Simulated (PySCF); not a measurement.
Cartesian coordinates in Å; atom numbers follow the order of the lines, from 1:
```xyz
15

C     1.4241   -2.1978   -0.1677
C     1.1174   -1.0527   -0.3279
C     0.7129    0.3308   -0.4949
C    -0.7052    0.3839   -1.1205
C    -1.8019   -0.1347   -0.2473
O    -0.8520    0.8042   -2.2318
C     0.7811    1.0562    0.8477
F     0.2211    2.2745    0.7846
F     0.1595    0.4056    1.8409
F     2.0470    1.2369    1.2446
H     1.7103   -3.1991   -0.0417
H     1.4052    0.8433   -1.1750
H    -1.4931   -1.0422    0.2663
H    -2.0388    0.6154    0.5075
H    -2.6921   -0.3164   -0.8434
```

Geometry: GFN2-xTB; GIAO absolute shieldings from PySCF, gas phase, non-relativistic, averaged over equivalent atoms.

At PBE0/pcSseg-1 (195 basis functions, 52 s wall time on 1 thread of an Arm Neoverse N1, shared host):
```tsv
atoms	σ (ppm)
C4	-13.0
C7	53.2
C1	102.2
C2	107.5
C3	131.8
C5	158.7
O6	-357.6
F8/F9/F10	248.7
H12	27.83
H13/H14/H15	29.12
H11	29.70
```

Q: Predict the values at OPBE/pcSseg-1 on the same geometry.

A: 
| atoms | σ at OPBE/pcSseg-1 | change |
| --- | --- | --- |
| C4 | -2.4 | +10.6 |
| C7 | 55.3 | +2.1 |
| C1 | 109.3 | +7.1 |
| C2 | 111.4 | +3.9 |
| C3 | 133.5 | +1.7 |
| C5 | 159.9 | +1.2 |
| O6 | -319.4 | +38.2 |
| F8/F9/F10 | 239.3 | -9.4 |
| H12 | 27.71 | -0.12 |
| H13/H14/H15 | 29.04 | -0.08 |
| H11 | 29.70 | +0.00 |

The largest change is at O6 (ketone oxygen). Cost: 195 basis functions, 65 s wall time on 1 thread of an Arm Neoverse N1, shared host. The order of the carbon signals is the same at both levels.
